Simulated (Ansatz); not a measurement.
Z-matrix (Å, degrees):
```
C
C 1 1.522
H 1 1.093 2 111.1
H 1 1.093 2 112.0 3 -120.2
H 1 1.093 2 111.2 3 119.2
B 2 1.550 1 117.9 3 -64.0
H 2 1.105 1 110.4 3 177.2
H 2 1.097 1 111.8 3 63.9
C 6 1.557 2 122.6 1 170.0
H 6 1.203 2 122.2 1 -11.8
F 9 1.391 6 115.1 2 -1.2
H 9 1.101 6 109.7 2 -123.2
H 9 1.100 6 110.3 2 121.2
```

Total charge 0; spin multiplicity 1.

(1) List the r2SCAN/def2-TZVPP orbital energies in eV (Ansatz). (Estimate.)

Answers

(1) Computed: Occupied: -665.62, -274.49, -272.77, -272.65, -180.25, -31.05, -19.80, -18.08, -16.11, -12.67, -12.14, -12.05, -11.25, -11.03, -9.64, -9.31, -8.66, -8.32, -7.80, -7.33. Lowest empty: -1.61, 0.92, 1.70, 1.93, 2.49, 2.55, 3.13, 3.38.
